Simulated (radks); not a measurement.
Values are calculated unless marked as measured or tabulated.
Spherical quantum dot in the effective-mass picture: electrons in a well V = -V0 / (1 + exp((r - R)/a)) with V0 = 10.5, R = 6.06, a = 0.33, all in effective atomic units (hartree* = m*/eps^2 hartree, bohr* = eps/m* bohr), one dielectric constant everywhere. Level of theory: non-relativistic Kohn-Sham, PBE, spin-polarised, spherical densities (a radial shooting solver with Libxc functionals). Levels are named by radial order and angular momentum (1s, 1p, 1d, 2s, ...), and open shells are averaged over m.

N = 15, configuration 1s2 1p6 1d(up 5, down 2). This is the lowest configuration that the search found. Occupied and some empty levels:

level,occupation,eigenvalue (hartree*),<r> (bohr*)
1s up,1,-7.0674,3.870
1s down,1,-7.0411,3.847
1p up,3,-6.9886,4.006
1p down,3,-6.9609,3.992
1d up,5,-6.8504,4.137
1d down,2,-6.8216,4.129
1f up,0,-6.6616,4.254
1f down,0,-6.6320,4.250
2s up,0,-6.4845,2.714
2s down,0,-6.4709,2.711
2p up,0,-6.2496,3.153
2p down,0,-6.2330,3.147

Energy (hartree*): total -128.229, kinetic 5.3375, external -155.12, Hartree 25.565, exchange-correlation -4.0106.

Electron density:

r (bohr*),n(r) (e/bohr*^3)
0.579,0.001407
1.20,0.002916
1.82,0.006714
2.44,0.01432
3.06,0.02576
3.68,0.03593
4.30,0.03367
4.92,0.01583
5.55,0.002306
6.17,0.00006249
6.79,4.475e-07
7.41,2.175e-09
